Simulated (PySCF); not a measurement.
Isomers of C6H5NO, one conformer each; single-point electronic energies without zero-point terms and without any empirical dispersion term.

Computed with PySCF at wB97X-D/pcSseg-2, non-relativistic, each on one gas-phase PBE0-D3(BJ)/def2-TZVP geometry that isn't relaxed in the solvent. The solvent is an IEF-PCM continuum (Bondi radii, 1.10 Å for H, scaled by 1.2). The model holds no explicit solvent molecules, cavitation or dispersion.

```tsv
isomer	relative energy, gas (kJ/mol)	dipole (D)
`O=CC1=CC=CC=N1`	0.0	3.78
`c1(cnccc1)C=O`	4.6	1.70
`O=Cc1ccncc1`	10.0	1.79
`O=Nc1ccccc1`	185.5	3.69
```

Question: How do the relative energies look in chloroform (ε = 4.711)?

Answer: 
```json
{"isomer": "`O=CC1=CC=CC=N1`", "relative energy, solvent (kJ/mol)": "0.0", "E(solvent) − E(gas) (kJ/mol)": "-19.7", "dipole in solvent (D)": "4.68"}
{"isomer": "`c1(cnccc1)C=O`", "relative energy, solvent (kJ/mol)": "2.4", "E(solvent) − E(gas) (kJ/mol)": "-21.9", "dipole in solvent (D)": "1.99"}
{"isomer": "`O=Cc1ccncc1`", "relative energy, solvent (kJ/mol)": "8.4", "E(solvent) − E(gas) (kJ/mol)": "-21.3", "dipole in solvent (D)": "2.31"}
{"isomer": "`O=Nc1ccccc1`", "relative energy, solvent (kJ/mol)": "190.7", "E(solvent) − E(gas) (kJ/mol)": "-14.5", "dipole in solvent (D)": "4.62"}
```

The order is unchanged. Conformers: `[O:1]=[CH:2][c:3]1[cH:4][cH:5][cH:6][cH:7][n:8]1` with O1–C2–C3–C4 0°; `[O:1]=[CH:2][c:3]1[cH:4][cH:5][cH:6][n:7][cH:8]1` with O1–C2–C3–C4 0°; `[O:1]=[CH:2][c:3]1[cH:4][cH:5][n:6][cH:7][cH:8]1` with O1–C2–C3–C4 178°; `[O:1]=[N:2][c:3]1[cH:4][cH:5][cH:6][cH:7][cH:8]1` with O1–N2–C3–C4 180°. `c1(cnccc1)C=O` gains most from the continuum, while `O=CC1=CC=CC=N1` has the largest gas-phase dipole. The gains span 7.4 kJ/mol, the gas-phase energies 185.5 kJ/mol.
